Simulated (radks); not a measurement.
The gadolinium anion Gd- inside a hard spherical wall (all orbitals vanish at R), configuration held at [Xe] 4f7 5d2 6s2 and not refilled when levels cross. Method: scalar-relativistic Kohn-Sham, LDA (Slater exchange, VWN5 correlation), spin-polarised, spherical densities, finite nucleus; open shells are filled with parallel spins first (spin-orbit coupling, left out, can overturn this in heavy ions); Fermi nuclear charge, rms radius 5.1569 fm; computed with a radial shooting solver on a logarithmic mesh with Libxc functionals. Eigenvalues in eV for spin up, with the zero of energy where the potential of the charges vanishes at infinity; a dash marks a level that is unbound or too diffuse for the functional's potential to be trusted. A positive occupied level is held by the wall or, in an anion where self-interaction has pushed it up, behind a barrier. The pressure on the wall is -dE/dV.

R (bohr),E (hartree),kinetic (hartree),e(5p),e(4f),e(6s),e(5d),"e(6p, empty)","e(7s, empty)",pressure (GPa)
15,-11263.0912,12089.343,-22.417,-4.653,-0.032,1.967,2.016,2.767,0.00777
10,-11263.0750,12089.411,-21.416,-3.639,0.659,2.820,3.116,6.061,0.230
8,-11263.0343,12089.573,-20.088,-2.281,1.700,3.973,4.675,10.511,1.37
3,-11258.3274,12105.677,3.900,25.097,53.503,33.509,70.966,158.90,1800
2.5,-11252.5799,12124.851,20.608,42.739,100.85,55.768,125.14,265.40,6780
2,-11236.0494,12176.326,61.137,78.168,212.84,108.00,247.70,493.61,32800
